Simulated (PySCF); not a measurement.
Si(CCH)(F)3 (C₂HF₃Si), SMILES C#C[Si](F)(F)F.

Coordinates come from a B3LYP-D3(BJ)/def2-SVP optimisation.

The numbers are results of PBE/def2-TZVP in PySCF, not measurements.

Symmetry labels are those of the subgroup Cs that the program uses (full group C3v).

Question: List the valence orbital energies around the gap with their symmetry. (The exact figures need the calculation; the answer reports its results.)

Answer: 
```
orbital  symmetry  energy (eV)
-------  --------  -----------
HOMO−7         A'       -11.10
HOMO−6         A"       -11.10
HOMO−5         A"       -10.54
HOMO−4         A'       -10.54
HOMO−3         A'       -10.48
HOMO−2         A"       -10.08
HOMO−1         A"        -8.06
HOMO           A'        -8.06
LUMO           A"        -1.97
LUMO+1         A'        -1.97
LUMO+2         A'         0.18
LUMO+3         A'         0.98
```
